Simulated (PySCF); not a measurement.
## Electronic absorption of 2-ethoxy-2-oxo-1,3,2-dioxaphospholane

2-ethoxy-2-oxo-1,3,2-dioxaphospholane, C4H9O4P.
SMILES: `CCOP1(=O)OCCO1`

Method: TDDFT CAM-B3LYP/def2-SVPD, vertical, gas phase, core orbitals frozen in the response in PySCF 2.14.0, density-fitted response routines. Geometry: PBE0-D3(BJ)/def2-SVP, one conformer, isolated molecule.

| state | λ (nm) | E (eV) | f | main configurations (H = HOMO, L = LUMO) |
| --- | --- | --- | --- | --- |
| S1 | 159.4 | 7.78 | 0.0049 | H→L (50%), H→L+1 (28%) |
| S2 | 153.3 | 8.09 | 0.041 | H-1→L (40%), H-1→L+1 (37%) |
| S3 | 150.4 | 8.24 | 0.0049 | H→L+1 (48%), H→L (32%) |
| S4 | 142.8 | 8.68 | 0.027 | H-2→L (34%), H-2→L+1 (27%) |
| S5 | 142.0 | 8.73 | 0.0075 | H→L+2 (43%), H-3→L (11%), H-3→L+1 (9%) |
| S6 | 139.5 | 8.89 | 0.025 | H-1→L+1 (22%), H-1→L (20%), H→L+3 (17%) |

The lowest singlet comes at 159 nm (751 kJ/mol) in the vacuum ultraviolet; it is very weak; its leading configuration is HOMO→LUMO (50%). The strongest level in the table is S2 at 8.09 eV (153 nm, f = 0.041). Löwdin shares by element: HOMO oxygen 75% (atoms not listed hold the other 25%); LUMO carbon 28% or more, oxygen 7% or more, hydrogen 7% or more (atoms not listed hold the other 58%). Of the 6 states listed, 3 reach f = 0.01 and none stays under 0.0005. The listed states span 1.11 eV, and the widest gap between neighbours is 0.44 eV (S3 to S4). The oscillator strengths of these states sum to 0.111; summed over the whole spectrum of an exact calculation they would give the number of electrons, 80 (Thomas–Reiche–Kuhn). Only the lowest 6 singlets were computed, as vertical energies without vibronic structure.
